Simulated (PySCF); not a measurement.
**Magnetisability: `CN(C)[Si](C)(C)C`, C5H15NSi**

Geometry:
| atom | x (Å) | y (Å) | z (Å) |
| --- | --- | --- | --- |
| Si1 | -0.032 | -0.001 | -0.637 |
| N2 | -0.232 | 0.022 | 1.086 |
| C3 | 0.143 | 1.183 | 1.856 |
| C4 | -0.189 | -1.180 | 1.881 |
| H5 | -0.522 | 1.286 | 2.719 |
| H6 | 0.059 | 2.075 | 1.244 |
| H7 | 1.173 | 1.110 | 2.228 |
| H8 | -0.529 | -2.025 | 1.292 |
| H9 | 0.823 | -1.393 | 2.250 |
| H10 | -0.847 | -1.071 | 2.749 |
| C11 | 1.794 | -0.052 | -1.219 |
| H12 | 2.285 | -0.971 | -0.911 |
| H13 | 2.362 | 0.775 | -0.801 |
| H14 | 1.876 | 0.013 | -2.300 |
| C15 | -0.843 | 1.583 | -1.321 |
| H16 | -0.229 | 2.460 | -1.146 |
| H17 | -1.814 | 1.761 | -0.871 |
| H18 | -0.987 | 1.502 | -2.394 |
| C19 | -0.934 | -1.534 | -1.314 |
| H20 | -1.040 | -1.460 | -2.391 |
| H21 | -1.929 | -1.634 | -0.893 |
| H22 | -0.389 | -2.449 | -1.107 |

Computed with PySCF, GIAO LC-wPBE/def2-SVP magnetisability, rotational g tensor and spin-rotation constants, non-relativistic, gas phase. Geometry: GFN2-xTB.

How diamagnetic is it, and how anisotropic?

Isotropic -1590 × 10⁻³⁰ J/T², or -95.7 × 10⁻⁶ cm³/mol; principal values -1609, -1586, -1574 × 10⁻³⁰ J/T², anisotropy 31 × 10⁻³⁰ J/T² (root of half the summed squared differences of the principal values). The susceptibility is in cgs units.

Split it along the inertial axes a, b, c into diamagnetic and paramagnetic parts about the centre of mass, with the quadrupole moment.


```tsv
axis	χ (10⁻⁶ cm³/mol)	diamagnetic (10⁻⁶ cm³/mol)	paramagnetic (10⁻⁶ cm³/mol)	summed x² of all electrons (Å²)	quadrupole Θ (D Å)
a	-96.7	-691.4	594.7	146.9	+1.52
b	-94.9	-909.1	814.2	95.6	+0.96
c	-95.6	-1029.1	933.5	67.3	-2.48
```
Anisotropies 2χaa − χbb − χcc = -2.9 and 2χbb − χaa − χcc = +2.5 × 10⁻⁶ cm³/mol. Θ is traceless in Buckingham's convention.

And the rotational g tensor?


| axis | rotational constant (GHz) | g | nuclear part | electronic part |
| --- | --- | --- | --- | --- |
| a | 2.3364 | +0.0013 | 0.6540 | -0.6528 |
| b | 1.6457 | -0.0002 | 0.6293 | -0.6295 |
| c | 1.4314 | +0.0016 | 0.6294 | -0.6277 |

Asymmetric top; isotopes 12C, 1H, 14N, 28Si; no vibrational averaging.
